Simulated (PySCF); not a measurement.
Te(F)(OMe) (CH3FOTe), SMILES CO[Te]F. Coordinates come from a B3LYP-D3(BJ)/def2-SVP optimisation. The def2 effective core potentials stand for the cores of Te; spin–orbit coupling is left out. The values are those of a single conformer.

**Question.** Give the equilibrium geometry at B3LYP-D3(BJ)/def2-SVP (PySCF confirms it by a frequency run) as Cartesian coordinates in Å. (The exact figures need the calculation; the answer reports its results.)

**Answer.** This is not unique; one that fits is 
```xyz
7

Te     0.0100     0.2769     0.5036
F     -1.7860     0.3600    -0.2680
O      0.7138    -1.1951    -0.6194
C      1.0609    -0.9151    -1.9693
H      1.7719    -0.0740    -2.0566
H      1.5356    -1.8256    -2.3687
H      0.1684    -0.6870    -2.5765
```
